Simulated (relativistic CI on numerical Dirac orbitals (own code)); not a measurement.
Computed by Dirac-Coulomb-Breit CI, separate exchange-only KLI orbitals for each configuration, model QED, unscaled Slater integrals (own radial code, finite nucleus).

The strongest absorption lines from the ground level of an ion, among the configurations computed and to levels below about 74.9 eV (vacuum wavelength in Å, gf): 166.54 (0.07), 170.56 (0.12), 173.14 (0.85), 186.72 (0.058), 201.19 (0.11), 216.44 (0.43), 225.05 (1.1), 229.33 (0.28).

Q: Which ion is it?
A. At14+
B. Au8+
C. Tl10+
D. Ir6+

A: C. Tl10+ has 71 electrons and the ground level 5s2 5p6 5d3 4F_3/2; the strongest line goes to 5s2 5p6 5d2 6p 4F°_3/2. The pattern of lines fixes the number of electrons, and along that sequence the line energies rise steadily with the charge (about as its square where n changes within one kind of shell, about linearly where n is kept but much faster in heavy ions where fine structure, which grows about as Z⁴, sets the gap, and irregularly where shells cross), which fixes Z. Configurations outside the model, such as inner-shell arrays, can give stronger lines. At this charge energies of transitions that change n are usually good to better than 1 %, and those within a shell (Δn = 0) to a few per cent. Terms inside the open d or f shell come out 10 to 20 % too wide with unscaled integrals. Levels and lines within the n = 5 or 6 shells can be off by up to 10 % or somewhat more, and those that change n by about 2 %, since core polarisation is missing.

LS names give the leading component of a level, which can be under half, so a name can repeat, a term be missing and a line seem to break the LS rules.
